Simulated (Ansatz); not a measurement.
The first iterations of a band of CH₇ClO₂Si₂ (13 atoms, charge 0, multiplicity 1).

The calculation used RKS PBE-D4/def2-SVP in Ansatz 0.2.0.

```json
{
  "movable images": "9",
  "climbing image": "yes",
  "spring": "5.0 eV/Å²",
  "optimiser": "quadratic models (default)",
  "start path": "through a guess of the saddle point",
  "force threshold": "0.05 eV/Å",
  "iteration limit": "50",
  "end points": "relaxed"
}
```

Image 0:

```xyz
13
Properties=species:S:1:pos:R:3
O -2.192 -1.420 0.673
C -1.029 -1.353 -0.134
Si -0.271 0.386 -0.016
O -0.447 0.638 1.645
Si 1.939 0.702 -0.763
Cl -1.421 1.800 -1.057
H -1.963 -0.981 1.518
H -0.249 -2.107 0.152
H -1.314 -1.582 -1.183
H -0.300 1.541 1.976
H 2.890 -0.238 -0.070
H 2.012 0.461 -2.247
H 2.367 2.118 -0.480
```

Image 10:

```xyz
13
Properties=species:S:1:pos:R:3
O -1.283 -1.626 -1.006
C -1.016 -1.338 0.363
Si -0.251 0.391 0.477
O -0.069 0.803 2.092
Si 1.687 0.666 -0.827
Cl -1.694 1.628 -0.463
H -1.872 -0.915 -1.330
H -1.917 -1.416 1.021
H -0.291 -2.096 0.729
H 0.381 1.648 2.274
H 2.752 -0.314 -0.410
H 1.374 0.474 -2.284
H 2.219 2.062 -0.622
```

| iteration | highest image above the first end (eV) | largest band force component (eV/Å) |
| --- | --- | --- |
| 1 | 9.100 | 35.380 |
| 2 | 0.855 | 3.128 |
| 3 | 0.378 | 1.927 |
| 4 | 0.258 | 0.915 |
| 5 | 0.235 | 0.439 |
| 6 | 0.553 | 3.041 |
| 7 | 0.470 | 3.094 |

Task: Does the band converge within its limit, and where does its top end?

Result: The forces met the threshold. It ended after 22 iterations with the highest image 0.115 eV above the first end. The profile has 2 maxima (images 3, 6) with wells between them (image 5): this band takes more than one step, which may be the mechanism or a detour left from its start path. A vibrational analysis at the climbing image gives one clearly imaginary mode, 100i cm⁻¹: a first-order saddle point.

Time of the run: 9.5 min on 2 threads of Arm Neoverse V2, on a shared host, peak memory 0.2 GiB.
